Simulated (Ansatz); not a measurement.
The cluster Na3Sn5⁻. Total charge -1; singlet. Geometry r2SCAN-D4/def2-SVPD; atoms count from 1.

```xyz
8

Na    0.933   -2.130    0.120
Na    1.676    0.760   -1.421
Na    3.933   -2.057   -1.969
Sn   -2.729    1.427    1.367
Sn   -1.494   -0.134   -0.981
Sn    0.271    0.777    1.591
Sn   -0.785    2.667   -0.408
Sn   -1.806   -1.311    1.702
```

In the def2 sets Sn takes a core potential; there is no spin–orbit coupling. The restricted singlet is unstable towards broken spin symmetry in Hartree–Fock (as tested in another run); at PBE0-D4/def2-SVP this wasn't settled. The structure comes from a short search, and lower isomers may exist.

Estimate the Mulliken populations from the PBE0/def2-SVP orbitals of Ansatz.


```csv
atom,charge (e)
Na1,0.12
Na2,0.12
Na3,-0.32
Sn4,-0.18
Sn5,-0.21
Sn6,-0.21
Sn7,-0.17
Sn8,-0.17
```
Mulliken values and Mayer orders depend strongly on the basis.

And the Mayer bond orders between bonded heavy atoms (over 0.3)?

Na1–Na3 0.42 (3.66 Å); Na2–Na3 0.42 (3.65 Å); Sn4–Sn5 0.57 (3.08 Å); Sn4–Sn6 0.57 (3.08 Å); Sn4–Sn7 0.74 (2.91 Å); Sn4–Sn8 0.74 (2.91 Å); Sn5–Sn6 0.56 (3.25 Å); Sn5–Sn7 0.73 (2.95 Å); Sn5–Sn8 0.73 (2.95 Å); Sn6–Sn7 0.73 (2.95 Å); Sn6–Sn8 0.73 (2.95 Å). Values over 0.3 also appear between atoms too far apart for a bond (Sn7–Sn8 0.35 at 4.62 Å); they arise where an orbital or an unpaired electron spreads over both atoms.
